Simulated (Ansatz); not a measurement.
Reaction (cleavage of the Si–Ga bond): `[OH][GaH][SiH2]F` + `N[SiH3]` → `F[SiH2]N[SiH3]` + `[OH][GaH2]`

Gas-phase electronic energies from Ansatz, PBE0-D4/def2-TZVP geometries. CCSD(T)/CBS is the MP2 limit (def2-TZVPP, def2-QZVPP) plus CCSD(T) − MP2 in def2-TZVPP, frozen cores. This one scheme is used for every species. DFT in def2-TZVPP. B3LYP here is the variant with VWN-RPA as its local correlation; programs differ in this. HSE06 is defined as in plane-wave codes. For Ga outer-core shells are correlated without core-valence functions, which leaves a few kJ/mol of doubt a bond. Scalar relativity is left out up to krypton. Each species was taken in one conformer, which may not be the lowest.

```json
{"level": "LDA (SPW92)", "ΔE (kcal/mol)": "-15.7", "difference from CCSD(T)/CBS": "2.4"}
{"level": "PBE-D4", "ΔE (kcal/mol)": "-13.6", "difference from CCSD(T)/CBS": "4.5"}
{"level": "revPBE-D4", "ΔE (kcal/mol)": "-14.2", "difference from CCSD(T)/CBS": "3.9"}
{"level": "BLYP-D4", "ΔE (kcal/mol)": "-15.8", "difference from CCSD(T)/CBS": "2.3"}
{"level": "r2SCAN-D4", "ΔE (kcal/mol)": "-17.0", "difference from CCSD(T)/CBS": "1.1"}
{"level": "B97M-V", "ΔE (kcal/mol)": "-18.4", "difference from CCSD(T)/CBS": "-0.3"}
{"level": "PBE0-D4", "ΔE (kcal/mol)": "-15.5", "difference from CCSD(T)/CBS": "2.6"}
{"level": "B3LYP-D4", "ΔE (kcal/mol)": "-17.1", "difference from CCSD(T)/CBS": "1.0"}
{"level": "r2SCAN0-D4", "ΔE (kcal/mol)": "-18.0", "difference from CCSD(T)/CBS": "0.1"}
{"level": "HSE06-D4", "ΔE (kcal/mol)": "-15.5", "difference from CCSD(T)/CBS": "2.6"}
{"level": "BHLYP-D4", "ΔE (kcal/mol)": "-19.1", "difference from CCSD(T)/CBS": "-1.0"}
{"level": "CAM-B3LYP-D4", "ΔE (kcal/mol)": "-18.8", "difference from CCSD(T)/CBS": "-0.7"}
{"level": "ωB97X-V", "ΔE (kcal/mol)": "-18.0", "difference from CCSD(T)/CBS": "0.1"}
{"level": "ωB97M-V", "ΔE (kcal/mol)": "-18.8", "difference from CCSD(T)/CBS": "-0.7"}
{"level": "PBE-QIDH", "ΔE (kcal/mol)": "-18.2", "difference from CCSD(T)/CBS": "-0.1"}
{"level": "revPBE", "ΔE (kcal/mol)": "-12.3", "difference from CCSD(T)/CBS": "5.8"}
{"level": "BLYP", "ΔE (kcal/mol)": "-14.6", "difference from CCSD(T)/CBS": "3.5"}
{"level": "r2SCAN", "ΔE (kcal/mol)": "-16.9", "difference from CCSD(T)/CBS": "1.2"}
{"level": "PBE0", "ΔE (kcal/mol)": "-15.1", "difference from CCSD(T)/CBS": "3.0"}
{"level": "B3LYP", "ΔE (kcal/mol)": "-16.3", "difference from CCSD(T)/CBS": "1.8"}
{"level": "r2SCANh", "ΔE (kcal/mol)": "-17.3", "difference from CCSD(T)/CBS": "0.8"}
{"level": "HSE06", "ΔE (kcal/mol)": "-15.1", "difference from CCSD(T)/CBS": "3.0"}
{"level": "BHLYP", "ΔE (kcal/mol)": "-18.8", "difference from CCSD(T)/CBS": "-0.7"}
{"level": "CAM-B3LYP", "ΔE (kcal/mol)": "-18.4", "difference from CCSD(T)/CBS": "-0.3"}
{"level": "LC-ωPBE", "ΔE (kcal/mol)": "-17.2", "difference from CCSD(T)/CBS": "0.9"}
{"level": "RPA@PBE/def2-TZVPP", "ΔE (kcal/mol)": "-18.3", "difference from CCSD(T)/CBS": "-0.2"}
{"level": "HF/def2-SVP", "ΔE (kcal/mol)": "-20.8", "difference from CCSD(T)/CBS": "-2.7"}
{"level": "MP2/def2-SVP", "ΔE (kcal/mol)": "-20.8", "difference from CCSD(T)/CBS": "-2.7"}
{"level": "CCSD/def2-SVP", "ΔE (kcal/mol)": "-19.4", "difference from CCSD(T)/CBS": "-1.3"}
{"level": "CCSD(T)/def2-SVP", "ΔE (kcal/mol)": "-19.2", "difference from CCSD(T)/CBS": "-1.1"}
{"level": "HF/def2-TZVPP", "ΔE (kcal/mol)": "-21.2", "difference from CCSD(T)/CBS": "-3.1"}
{"level": "SCS-MP2/def2-TZVPP", "ΔE (kcal/mol)": "-20.2", "difference from CCSD(T)/CBS": "-2.1"}
{"level": "CCSD/def2-TZVPP", "ΔE (kcal/mol)": "-18.9", "difference from CCSD(T)/CBS": "-0.8"}
{"level": "CCSD(T)/def2-TZVPP", "ΔE (kcal/mol)": "-18.7", "difference from CCSD(T)/CBS": "-0.6"}
{"level": "HF/def2-QZVPP", "ΔE (kcal/mol)": "-21.6", "difference from CCSD(T)/CBS": "-3.5"}
{"level": "MP2/def2-QZVPP", "ΔE (kcal/mol)": "-20.1", "difference from CCSD(T)/CBS": "-2.0"}
{"level": "SCS-MP2/def2-QZVPP", "ΔE (kcal/mol)": "-20.2", "difference from CCSD(T)/CBS": "-2.1"}
{"level": "HF/CBS(def2)", "ΔE (kcal/mol)": "-21.7", "difference from CCSD(T)/CBS": "-3.6"}
{"level": "MP2/CBS(def2)", "ΔE (kcal/mol)": "-19.7", "difference from CCSD(T)/CBS": "-1.6"}
{"level": "CCSD/CBS(def2)", "ΔE (kcal/mol)": "-18.4", "difference from CCSD(T)/CBS": "-0.3"}
{"level": "CCSD(T)/CBS", "ΔE (kcal/mol)": "-18.1", "difference from CCSD(T)/CBS": "0"}
```

Q: What do rigid-rotor, harmonic-oscillator terms from PBE0-D4/def2-TZVP frequencies (298.15 K, 1 bar) make of the CCSD(T)/CBS value? (Best estimate.)

A: Ansatz gave: ΔZPE = -1.3 kcal/mol, ΔH = -19.9 kcal/mol, ΔS = -14 J/(mol·K), ΔG = -18.9 kcal/mol.

Largest T1 diagnostic among the species: 0.015.

From BLYP to BHLYP (50 % exact exchange), in def2-TZVPP and without D4, ΔE moves by −4.2 kcal/mol. In def2-TZVPP, CCSD(T) changes the Hartree–Fock value by +2.5 kcal/mol (the triples alone add +0.2 kcal/mol) and MP2 by +0.9 kcal/mol. At CCSD(T), def2-SVP lies −1.1 kcal/mol from the extrapolated value and def2-TZVPP −0.6 kcal/mol.
